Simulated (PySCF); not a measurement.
XPS shifts beside NMR shieldings

Species: C7H12SSi.
SMILES with atom numbers: `[CH2:1]=[CH:2][CH:3]([CH:4]=[CH2:5])/[CH:6]=[CH:7]/[S:8][SiH3:9]`

Geometry (PBE0-D3(BJ)/def2-SVP, Å), atoms numbered from 1 in this order:
```
atom  x, y, z in Å
C1    -1.5074   -1.9822    0.0863
C2    -1.9413   -0.7371   -0.1097
C3    -1.0911    0.4579   -0.4516
C4    -1.3753    1.6549    0.4281
C5    -1.9891    1.6241    1.6115
C6     0.3863    0.1737   -0.4131
C7     1.1875    0.2476   -1.4816
S8     2.9220   -0.0333   -1.5965
Si9    3.4600   -0.6151    0.4014
H10   -0.4464   -2.2401    0.0178
H11   -2.2051   -2.7930    0.3104
H12   -3.0158   -0.5279   -0.0401
H13   -1.3487    0.7534   -1.4872
H14   -0.9880    2.6064    0.0455
H15   -2.3711    0.6912    2.0369
H16   -2.1261    2.5348    2.1999
H17    0.7812   -0.0836    0.5771
H18    0.7694    0.5122   -2.4598
H19    2.7226   -1.8423    0.8262
H20    4.9211   -0.8887    0.3062
H21    3.1971    0.4748    1.3872
```

Binding energies: delta-SCF UKS SCAN, pcX-2 on the ionised atom, pcseg-1 elsewhere, spin-free X2C (PySCF 2.14.0). Shieldings: GIAO B3LYP/pcSseg-1, non-relativistic, same geometry.

```csv
atom,C 1s (eV)
C1,290.03
C2,290.38
C3,290.93
C6,290.00
C7,290.81
```

Q: What are the absolute isotropic shieldings of these atoms?

A: 
| atom | environment | C 1s (eV) | isotropic shielding (ppm) |
| --- | --- | --- | --- |
| C6 | alkene CH carbon | 290.00 | 43.1 |
| C1 | terminal =CH2 carbon | 290.03 | 55.2 |
| C2 | alkene CH carbon | 290.38 | 29.7 |
| C7 | alkene CH carbon | 290.81 | 45.4 |
| C3 | allylic carbon | 290.93 | 124.4 |

Q: Among the listed atoms, is the one with the highest binding energy also the least shielded?

A: No. The highest binding energy is at C3 (290.93 eV, shielding 124.4 ppm), the lowest shielding at C2 (29.7 ppm, 290.38 eV).

By binding energy: C6 ≈ C1 < C2 < C7 < C3. By shielding: C2 < C6 < C7 < C1 < C3.

Of atoms equivalent by bonding only the ionised one is listed; its partners' own values can differ in this conformer. The structure is a single PBE0-D3(BJ)/def2-SVP conformer in the gas phase; no vibrational or solvent corrections.
